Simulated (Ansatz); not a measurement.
C₄H₅ (SMILES [C]1=CCC1), doublet, geometry from GFN2-xTB, with bond 7-3 at 1.5 times its length; PBE0/6-31G in Ansatz (a quantum-chemistry and plane-wave program).

Ansatz was given this input:
Ansatz 0.2 input:
```yaml
crystal:
  periodic: [false, false, false]
  atoms:
    - {symbol: C, position_ang: [-0.02205061, -0.68473402, 0.84115130]}
    - {symbol: C, position_ang: [-0.00826608, 0.63490979, 0.88350398]}
    - {symbol: C, position_ang: [0.00201276, -0.84177276, -0.65304234]}
    - {symbol: C, position_ang: [0.01874293, 0.70825289, -0.63453241]}
    - {symbol: H, position_ang: [-0.01290424, 1.39550575, 1.63691836]}
    - {symbol: H, position_ang: [-0.88690102, -1.29361008, -1.08611356]}
    - {symbol: H, position_ang: [1.34177875, -1.54893219, -1.25650914]}
    - {symbol: H, position_ang: [0.92842902, 1.14581919, -1.04347686]}
    - {symbol: H, position_ang: [-0.86644785, 1.16556213, -1.07445758]}
basis:
  gaussian:
    orbitals: 6-31G
hamiltonian:
  xc: pbe0
magnetization: {spin_polarized: true, initial_magnetization: 1}
scf: {lower_state_search: off}
```

It wrote (shortened):

```
Functional definition: PBE0
these checks for a lower state are left out or cut short: stability, starts, cluster_reference, orbital_swaps, neighbouring_geometries, increment
668 factors; integrals over basis functions are off by at most 2.3e-4 eV
mean field evaluation 1: about -4213.4917 eV, gradient 2.5e1 eV
mean field evaluation 2: about -4212.0501 eV, gradient 2.9e1 eV
mean field evaluation 4: about -4217.1002 eV, gradient 1.8e0 eV
mean field evaluation 8: about -4217.1121 eV, gradient 1.2e-1 eV
mean field evaluation 16: about -4217.1130 eV, gradient 7.2e-4 eV
mean field -4217.11302869 eV, -154.9760453424 hartree, gradient 2.7e-6 eV, S^2 0.763413; 0 other end points of the search recorded, 0 dependent functions left out
reference -4217.11304528 eV, -154.9760459521 hartree; 15, 14 occupied and 31, 32 virtual orbitals, 668 factors
Total energy: -4217.11304528 eV, -154.9760459521 hartree
Checks for a lower state left out: stability, starts, cluster_reference, orbital_swaps, neighbouring_geometries, increment
```
